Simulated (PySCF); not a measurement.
A side-by-side comparison of computed properties.

First species: C4H10O3SSi2.
SMILES: `S(=O)(O)(=O)C1=C(C[SiH3])C[SiH2]1`

Second species: C₇H₄ClFO.
Z-matrix (Å and degrees, GFN2-xTB geometry), rows numbered from 1:
```
O 
C   1  1.1894
Cl  2  1.7691  1  118.93
C   2  1.4685  1  126.60  3   179.95
C   4  1.3982  2  116.81  1    -0.08
C   5  1.3817  4  120.39  2  -179.96
C   6  1.3853  5  120.25  4    -0.01
C   7  1.3854  6  118.71  5    -0.00
F   8  1.3442  7  118.84  6  -180.00
C   8  1.3812  7  122.35  6    -0.00
H   5  1.0789  4  118.64  2     0.04
H   6  1.0787  5  120.04  4   179.99
H   7  1.0785  6  121.66  5   179.99
H  10  1.0778  4  121.45  2    -0.04
```

Levels: PBE0/pcSseg-1 for dipole moment, HOMO energy, LUMO energy and HOMO–LUMO gap; GFN2-xTB for rotational constant A and rotational constant C. Geometries: GFN2-xTB. Each structure is a single optimised conformer of the isolated species, non-relativistic unless stated; the electronic structure was computed with PySCF and density fitting.

The conformers computed, where there is a choice (atom-mapped SMILES and torsion angles):
- `[O:1]=[S:2](=[O:3])([OH:4])[C:5]1=[C:6]([CH2:7][SiH3:8])[CH2:9][SiH2:10]1`: O1–S2–C5–C6 -40°, C5–C6–C7–Si8 72°, H–O4–S2–O1 -124°
- `[O:1]=[C:2]([Cl:3])[c:4]1[cH:5][cH:6][cH:7][c:8]([F:9])[cH:10]1`: O1–C2–C4–C5 0°

Problem. Which has the higher HOMO–LUMO gap?

Solution. The first: 6.40 eV against 5.49 eV, a difference of 0.91 eV.

Problem. Which has the higher dipole moment?

Solution. The first: 3.99 D against 3.13 D, a difference of 0.86 D.

Problem. Which has the higher rotational constant C?

Solution. The first: 0.574 GHz against 0.563 GHz, a difference of 0.011 GHz.

Problem. Which of the two has the higher rotational constant A, and by how much?

Solution. The second: 2.063 GHz against 0.978 GHz, a difference of 1.085 GHz.

Problem. Which has the higher LUMO energy?

Solution. The first: -1.31 eV against -2.47 eV, a difference of 1.16 eV.

Problem. Which has the higher HOMO energy?

Solution. The first: -7.71 eV against -7.96 eV, a difference of 0.25 eV.

On the first: In atomic units the dipole is 1.57 e·bohr (1 au = 2.5417 D). A dipole of 3.99 D is allowed in C1, and pure rotational transitions are dipole-allowed.

On the second: In atomic units the dipole is 1.23 e·bohr (1 au = 2.5417 D). A dipole of 3.13 D is allowed in Cs, and pure rotational transitions are dipole-allowed.
